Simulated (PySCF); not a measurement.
**UHF on Ar (argon, neutral)**

Configuration: [Ar], closed-shell 1S. Computed with PySCF 2.14 in dyall-acv3z (19s12p6d4f, 113 functions), with no relativity, point nucleus.

```
Total energy                                     : -526.816982 hartree
One-electron energy                              : -728.2376 hartree
Hartree (Coulomb) energy                         : 231.6053 hartree
Exchange energy                                  : -30.1847 hartree
Kinetic energy                                   : 526.81618 hartree
⟨S²⟩                                             : 0.0000
⟨L²⟩                                             : 0.000
Sum of ⟨r⟩                                       : 16.07 bohr
Sum of ⟨r²⟩                                      : 26.04 bohr²
Density at the nucleus (Gaussians lack the cusp) : 3830 bohr⁻³
Langevin diamagnetic susceptibility              : -20.6 ×10⁻⁶ cm³/mol
```

```tsv
shell	electrons	mean orbital energy (hartree)	rms radius, mean of both spins (bohr)
1s	2	-118.61054	0.0998
2s	2	-12.32230	0.449
2p	6	-9.57158	0.418
3s	2	-1.27745	1.53
3p	6	-0.59108	1.82
```

Spin-orbit constants ζ (cm⁻¹) from the X2C one-electron operator on these orbitals (non-relativistic here): bare nucleus, nucleus screened by l(l+1)(2l+1)/3 electrons, and screened by the Breit-Pauli mean field of the electrons.

```
shell   bare  screened nucleus  mean field
   2p  12880             11450       10790
   3p  927.9             824.8       767.1
```
